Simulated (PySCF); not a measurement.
H6OSeSi2.
Bonds: Si1–O2, O2–Si3, Si3–Se4. Hydrogens: H5, H6, H7 on Si1; H8, H9 on Si3; H10 on Se4.

Method: MP2 and CCSD/aug-cc-pVDZ in PySCF, restricted Hartree–Fock reference, frozen core, non-relativistic, gas phase, PBE0-D3(BJ)/def2-SVP geometry.

E(HF) = -3056.14796 Eh.

Problem. How large is the problem?

Solution. 167 basis functions and 76 electrons; 20 orbitals frozen, which leaves o = 18 correlated occupied and v = 129 virtual orbitals. That is o·v = 2322 singles and o·v(o·v + 1)/2 = 2697003 distinct closed-shell doubles amplitudes before symmetry; the costliest CCSD step grows as o²v⁴ = 9.0 × 10^10.

Problem. What are the MP2 and CCSD correlation energies?

Solution. MP2 -0.5550 Eh and CCSD -0.6093 Eh, which gives totals of -3056.70296 and -3056.75726 Eh. That is 0.461 eV for each correlated electron at CCSD (1600 kJ/mol in all, 0.020 % of the total energy); MP2 gives 91.1 % of the CCSD value.

Problem. What is the T1 diagnostic?

Solution. 0.0111, below the customary warning level of 0.02. It is the norm of the spatial-orbital singles amplitudes over the root of the number of correlated electrons, so the norm is 0.067.

Problem. How does correlation change the dipole moment?

Solution. HF gives 0.64 D and CCSD (unrelaxed density) 0.52 D, a change of -0.12 D; the two vectors are 8° apart.

Connected triples and the basis-set limit are missing.

The values belong to the conformer `[SiH3:1][O:2][SiH2:3][SeH:4]`: Si1–O2–Si3–Se4 27°, H–Se4–Si3–O2 68°.
